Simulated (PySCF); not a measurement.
Molecule: SMILES C1CC1[C@H]1CO[SiH2]O1, C$_{5}$H$_{10}$O$_{2}$Si.

Cartesian coordinates in Å; atom numbers follow the order of the lines, from 1:
```xyz
18

C    -2.0472    0.9568   -0.1501
C    -2.1600   -0.5357   -0.1928
C    -0.8209    0.1185   -0.3503
C     0.2085    0.0088    0.7484
C     1.0867   -1.2526    0.5668
O     2.2557   -0.8715   -0.0978
Si    2.5037    0.7479   -0.0024
O     1.0783    1.1124    0.7151
H    -2.1689    1.4508    0.8015
H    -2.4191    1.5267   -0.9873
H    -2.3643   -1.0585    0.7295
H    -2.6104   -0.9952   -1.0592
H    -0.3693    0.1211   -1.3354
H    -0.2838    0.0020    1.7275
H     1.3523   -1.6785    1.5402
H     0.5709   -2.0110   -0.0274
H     2.6161    1.2596   -1.3582
H     3.5629    1.1047    0.9260
```

Frames of a GFN2-xTB Langevin trajectory at 300 K; GIAO PBE0/pcSseg-1 shieldings in PySCF 2.14.0 with density-fitted response routines, gas phase, non-relativistic; equivalent atoms averaged within each frame.

Referencing at the same level of theory: ¹³C (σref 186.93) and ²⁹Si (σref 349.16) and ¹H (σref 31.72) against TMS; ¹⁷O (σref 336.08) against H2O. The references are static minima.

**Question.** How do the shifts (ppm) fluctuate along the trajectory?

**Answer.** 
```csv
time (fs),C4,C5,C3,C2,C1,O8,O6,Si7,H17,H18
250,86.5,73.3,27.3,9.9,9.5,71.6,40.5,-1.5,5.45,5.24
425,83.2,78.6,31.3,15.8,7.0,82.5,38.1,-5.8,5.68,5.23
625,86.2,70.1,22.9,2.6,11.3,69.3,32.5,-4.4,5.45,5.46
800,75.6,75.6,26.7,3.7,11.0,75.7,26.2,13.1,5.34,4.58
1000,82.1,70.7,18.7,2.9,3.5,64.6,24.3,-7.5,5.86,4.76
mean of frames,82.7,73.7,25.4,7.0,8.4,72.7,32.3,-1.2,5.56,5.05
standard deviation,4.4,3.5,4.8,5.8,3.3,6.8,7.1,8.3,0.21,0.37
```

5 frames give an uncertainty of the mean of about the standard deviation over 2.2 at best, since frames this close in time may not be independent; classical motion lacks zero-point vibration, and the reference would need the same averaging.
